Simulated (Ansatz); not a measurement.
Cost and result for the atomization energy of C3H9GeN (`C[CH](C)[Ge][NH2]`) (14 atoms, 13 bonds).

Z-matrix (Å, degrees):
```
C
C 1 1.522
H 1 1.094 2 111.7
H 1 1.097 2 111.2 3 119.4
H 1 1.094 2 112.3 3 -120.4
C 2 1.523 1 111.9 3 -61.0
Ge 2 2.025 1 112.5 3 64.8
H 2 1.097 1 108.3 3 179.7
H 6 1.094 2 111.6 1 61.0
H 6 1.097 2 111.2 1 -58.6
H 6 1.095 2 112.3 1 -178.7
N 7 1.819 2 96.7 1 -60.4
H 12 1.009 7 126.2 2 0.6
H 12 1.007 7 121.7 2 -179.5
```

The species carries charge 0 and has multiplicity 1. Correlated methods include outer-core shells of Ge, which these sets cover unevenly. Scalar relativity is left out up to krypton. All single points use the PBE0-D4/def2-TZVP geometry. It is one conformer, not always the lowest. Program: Ansatz. All runs use 8 threads of an Arm Neoverse V1 on a shared host. Times are those of one run each, without the atoms' runs, and a repeat can differ threefold. Electronic energies, without spin–orbit coupling; frozen cores. CCSD(T)/CBS adds CCSD(T) − MP2 in def2-TZVPP to the MP2 limit, and its time is that of the two runs behind it. T1 = 0.013. With those shells the extrapolation isn't a true limit. B3LYP takes the VWN-RPA correlation (the form of Gaussian; ORCA's B3LYP/G).

CCSD(T)/CBS is a level of theory with its own doubt, some kJ/mol a heavy atom from the limit and from the frozen cores, so smaller differences don't rank the functionals.

```csv
level,functions,wall time,atomization (kJ/mol),difference from CCSD(T)/CBS,per bond
LDA (SPW92)/def2-TZVPP,298,1.4 s,5884.3,708.2,54.5
revPBE-D4/def2-TZVPP,298,2.1 s,5152.7,-23.4,-1.8
PBE-D4/def2-TZVPP (with forces),298,2.5 s,5264.6,88.5,6.8
BHLYP-D4/def2-TZVPP,298,3 s,5042.8,-133.3,-10.3
CAM-B3LYP-D4/def2-TZVPP,298,3.4 s,5192.3,16.2,1.2
r2SCAN-D4/def2-TZVPP (with forces),298,4.4 s,5164.4,-11.7,-0.9
B3LYP-D4/def2-TZVPP (with forces),298,4.6 s,5180.9,4.8,0.4
PBE-QIDH/def2-TZVPP,298,6 s,5134.3,-41.8,-3.2
B97M-V/def2-TZVPP,298,8.5 s,5171.4,-4.7,-0.4
CCSD(T)/def2-SVP,133,11 s,4904.6,-271.5,-20.9
MP2/def2-QZVPP,587,28 s,5162.9,-13.2,-1.0
CCSD(T)/def2-TZVPP,298,5.3 min,5048.3,-127.8,-9.8
CCSD(T)/CBS(def2),–,5.8 min,5176.1,0.0,0.0
```

From r2SCAN to r2SCAN0 (25 % exact exchange), in def2-TZVPP and without D4, the atomization energy moves by −64.0 kJ/mol: exact exchange takes away binding that semilocal exchange gives to molecules. At CCSD(T), def2-SVP lies −271.5 kJ/mol from the extrapolated value and def2-TZVPP −127.8 kJ/mol: correlation converges slowly with the basis, and small sets miss more of it in the bonded molecule than in its fragments. The D4 term adds +50.7 kJ/mol with B3LYP and +26.7 kJ/mol with PBE0; it sums over pairs of atoms, weighted by their polarisabilities, and B3LYP, whose exchange is more repulsive, gets the larger term.
